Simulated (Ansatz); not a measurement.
Program: Ansatz. Geometries: PBE0-D4/def2-TZVP. ΔE: electronic, gas phase. CCSD(T)/CBS is the MP2 limit (def2-TZVPP, def2-QZVPP) plus CCSD(T) − MP2 in def2-TZVPP, frozen cores. This one scheme is used for every species. For Ge outer-core shells are correlated without core-valence functions, which leaves a few kJ/mol of doubt a bond. Scalar relativity is left out up to krypton. Each species was taken in one conformer, which may not be the lowest.

Reaction (formal hydrolysis of a Ge–N bond): `[NH2][Ge][SH]` + H₂O → `[OH][Ge][SH]` + NH₃

`[NH2][Ge][SH]`:

Z-matrix (Å, degrees):
```
N
Ge 1 1.818
H 1 1.007 2 120.7
H 1 1.008 2 126.7 3 180.0
S 2 2.255 1 95.1 3 180.0
H 5 1.342 2 93.5 1 -180.0
```

H₂O:

Z-matrix (Å, degrees):
```
O
H 1 0.960
H 1 0.960 2 105.1
```

`[OH][Ge][SH]`:

Z-matrix (Å, degrees):
```
O
Ge 1 1.782
H 1 0.961 2 117.4
S 2 2.260 1 97.9 3 0.0
H 4 1.343 2 93.6 1 -180.0
```

NH₃:

```xyz
4

N    -0.117    0.210    0.147
H     0.540    0.554   -0.542
H     0.389   -0.432    0.745
H    -0.812   -0.332   -0.350
```

```csv
species,CCSD(T)/CBS(def2) energy (Eh)
`[NH2][Ge][SH]`,-2530.43678
H₂O,-76.37941
`[OH][Ge][SH]`,-2550.31266
NH₃,-56.50880
```

Work out ΔE.

ΔE = (-2550.31266) + (-56.50880) − (-2530.43678) − (-76.37941) = -0.00527 Eh = -13.8 kJ/mol.

Largest T1 diagnostic among the species: 0.015.

In def2-TZVPP, CCSD(T) changes the Hartree–Fock value by +3.9 kJ/mol (the triples alone add −0.3 kJ/mol) and MP2 by +5.8 kJ/mol. From PBE to PBE0 (25 % exact exchange), in def2-TZVPP and without D4, ΔE moves by +4.3 kJ/mol. Leaving LDA and LC-ωPBE aside and taking each functional with its dispersion term where it has one, the values, not all of them listed here, spread over 11.2 kJ/mol, from B97M-V to PBE-QIDH. LDA lies +6.6 kJ/mol from PBE without D4.
